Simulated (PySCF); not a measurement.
Compound: C8H8FP.
Bonds: C1–C2 (double), C2–P3, P3–C4, C4–C5 (aromatic), C5–C6 (aromatic), C6–C7 (aromatic), C7–C8 (aromatic), C8–F9, C8–C10 (aromatic), C4–C10 (aromatic). Hydrogens: H11, H12 on C1; H13 on C2; H14 on P3; H15 on C5; H16 on C6; H17 on C7; H18 on C10.

Level: PBE0/pcSseg-1 in PySCF, non-relativistic, on one gas-phase PBE0-D3(BJ)/def2-SVP geometry that isn't relaxed in the solvent. The solvent is an IEF-PCM continuum (van der Waals radii × 1.2). The model holds no explicit solvent molecules, cavitation or dispersion.

Gas phase at PBE0/pcSseg-1: HOMO -6.89 eV, LUMO -1.02 eV, dipole 0.23 D.

**Question.** What does the continuum do to the energy, the frontier levels and the dipole at PBE0/pcSseg-1 in chloroform and dichloromethane?

**Answer.** 
```tsv
solvent	ε	E(solvent) − E(gas) (kJ/mol)	polarisation term (kJ/mol)	distortion of the solute (kJ/mol)	HOMO (eV)	LUMO (eV)	dipole (D)
chloroform	4.711	-12.48	-13.46	0.98	-6.86	-0.96	0.25
dichloromethane	8.93	-14.98	-16.42	1.44	-6.86	-0.96	0.25
```

The first energy column is the sum of the next two and covers electrostatics alone. From chloroform to dichloromethane the lowering changes by a factor 1.20, Onsager's factor (ε − 1)/(2ε + 1) by 1.18 and ε itself by 1.9.

**Question.** Which Hirshfeld charges (PBE0/pcSseg-1) respond most in chloroform (means over atoms taken as equivalent)?

**Answer.** 
```
atoms           environment  gas (e)  solvent (e)  change
   P3  phosphine phosphorus   +0.121       +0.108  -0.013
   F9         aryl fluorine   -0.079       -0.086  -0.007
  H16     aromatic hydrogen   +0.056       +0.063  +0.007
  H14          P–H hydrogen   -0.011       -0.005  +0.006
  H17     aromatic hydrogen   +0.057       +0.063  +0.006
   C8   aromatic C–F carbon   +0.088       +0.084  -0.004
  H12      vinylic hydrogen   +0.046       +0.050  +0.004
  H11      vinylic hydrogen   +0.051       +0.054  +0.003
  H15     aromatic hydrogen   +0.046       +0.049  +0.003
   C2      alkene CH carbon   -0.092       -0.095  -0.003
  C10    aromatic CH carbon   -0.070       -0.072  -0.002
  H13      vinylic hydrogen   +0.046       +0.049  +0.003
```

Shape of the structure used: `[CH2:1]=[CH:2][PH:3][c:4]1[cH:5][cH:6][cH:7][c:8]([F:9])[cH:10]1`: C1–C2–P3–C4 -115°, C2–P3–C4–C5 -145°.
